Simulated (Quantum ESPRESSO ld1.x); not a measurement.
Problem. These are the eigenvalues of the occupied orbitals of an atom or ion with whole-number occupations (hartree). Calculated with ld1.x of Quantum ESPRESSO 7.5: Dirac Kohn-Sham, PBE, spin-unpolarised, spherical densities, point nucleus.

orbital  eigenvalue
1s1/2      -1020.42
2s1/2      -153.634
2p1/2      -143.344
2p3/2      -135.593
3s1/2      -29.9981
3p1/2      -25.8454
3p3/2      -24.4448
3d3/2      -17.1006
3d5/2      -16.8137
4s1/2      -5.37215
4p1/2      -4.00593
4p3/2      -3.75578
4d3/2      -1.61973
4d5/2      -1.58509
5s1/2      -0.97360
5p1/2      -0.69041
5p3/2      -0.66516

Which element is it, and in what charge state? The configuration may be excited. Open shells, if any, are shared by 2j + 1.

Solution. Z = 49, indium, charge +2: In2+ in [Ar] 3d10 4s2 4p5 4d10 5s1 5p1. The list shows which subshells hold electrons but not how many an open one holds; the 1s level, -1020.4 hartree, gives Z - s = 45.2 by -(Z - s)^2/2, which with screening and relativity narrows Z to a few neighbours, and the depths of the outer levels then fix element, charge and occupations together.
